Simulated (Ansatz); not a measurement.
Consider the redistribution: `O[Si](F)(Cl)Cl` + `[SiH3][SiH2]CCl` → `F[SiH](Cl)Cl` + `O[SiH2][SiH2]CCl`.

Gas-phase electronic energies from Ansatz, PBE0-D4/def2-TZVP geometries. CCSD(T)/CBS is the MP2 limit (def2-TZVPP, def2-QZVPP) plus CCSD(T) − MP2 in def2-TZVPP, frozen cores. Functionals use def2-TZVPP. B3LYP here is the variant with VWN-RPA as its local correlation; programs differ in this. Each species was taken in one conformer, which may not be the lowest.

```json
{"level": "B3LYP", "ΔE (eV)": "0.33"}
{"level": "SCS-MP2/def2-TZVPP", "ΔE (eV)": "0.33"}
{"level": "HF/def2-QZVPP", "ΔE (eV)": "0.35"}
{"level": "MP2/CBS(def2)", "ΔE (eV)": "0.33"}
```

What does CCSD(T)/CBS give? (Estimate.)

Ansatz gave: +0.35 eV. The listed levels differ from it by -0.02, -0.02, 0.00, -0.02 eV.

Largest T1 diagnostic among the species: 0.011.
